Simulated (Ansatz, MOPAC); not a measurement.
Molecule: H$_{4}$BN$_{2}$O (charge -1, singlet). SMILES: [NH-]B(N)O

Atoms: N1, B2, N3, O4, H5, H6, H7, H8. Bonds: N1-B2, N1-H5, B2-N3, B2-O4, N3-H6, N3-H7, O4-H8.

Bond lengths (Å) and angles (degrees) optimised at AM1 with MOPAC; PM3 with MOPAC; PM7 with MOPAC; B3LYP/6-31G* with Ansatz (a quantum-chemistry and plane-wave program), each started from the B3LYP-D3(BJ)/def2-TZVP structure (Ansatz) of the last column. A row stands for all coordinates that are equal there; 10 of 15 kinds are shown. 6-31G* holds six Cartesian d functions.

```tsv
coordinate	AM1	PM3	PM7	B3LYP/6-31G*	B3LYP-D3(BJ)/def2-TZVP
N1-B2	1.329	1.373	1.323	1.377	1.376
N1-H5	0.990	0.992	0.987	1.028	1.018
B2-N3	1.492	1.561	1.533	1.511	1.495
B2-O4	1.464	1.440	1.502	1.448	1.443
N3-H6	0.997	1.000	1.002	1.020	1.012
N3-H7	0.997	1.001	0.999	1.018	1.009
O4-H8	0.953	0.945	0.951	0.969	0.963
N1-B2-N3	130.9	128.6	132.8	130.4	130.0
N1-B2-O4	120.5	122.3	119.0	120.0	120.1
N3-B2-O4	108.6	109.0	108.1	109.6	109.9
```

Mean signed difference of all 7 bond lengths from B3LYP-D3(BJ)/def2-TZVP: AM1 -0.013 Å, PM3 0.000 Å, PM7 -0.003 Å, B3LYP/6-31G* 0.008 Å.
